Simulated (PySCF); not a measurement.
Trend along the fourth-period p block: MB cations

PBE0 with double-zeta basis sets in PySCF, for the lowest determinant that a PBE0 search found; no spin–orbit coupling. De refers to high-spin ground-configuration atoms (the charge goes to the atom of lower measured ionisation energy or higher electron affinity, which is not always the lowest computed limit). A positive dipole points towards B; it is taken about the centre of mass and depends on that origin.

```csv
M,basis,charged atom,state (unpaired electrons),Re (Å),ωe (cm⁻¹),De (eV),μ (D)
Ga,x2c-SVPall,Ga+,doublet (σ ↑),2.750,216,0.88,2.29
Ge,x2c-SVPall,Ge+,"triplet (σ ↑, π ↑)",2.170,484,2.54,1.81
As,jorge-DZP-DKH,B+,"quartet (σ ↑, π ↑↑)",1.959,630,2.83,2.68
Br,pcseg-1,B+,doublet (σ ↑),1.754,953,3.57,3.47
```

Q: By what factor does the well depth vary along the series?

A: At PBE0 it runs from 0.88 eV (GaB⁺) to 3.57 eV (BBr⁺), a factor of 4.06.

The rows differ in basis set, which adds steps of its own.

The state changes along the series, so neighbouring rows are not always alike in their bonding.

Spin–orbit coupling is left out. For an ion De counts to the pair picked by the measured ionisation energies or electron affinities, which need not be the lowest pair at this level. States were picked by a PBE0 search and need not be the measured ground states.
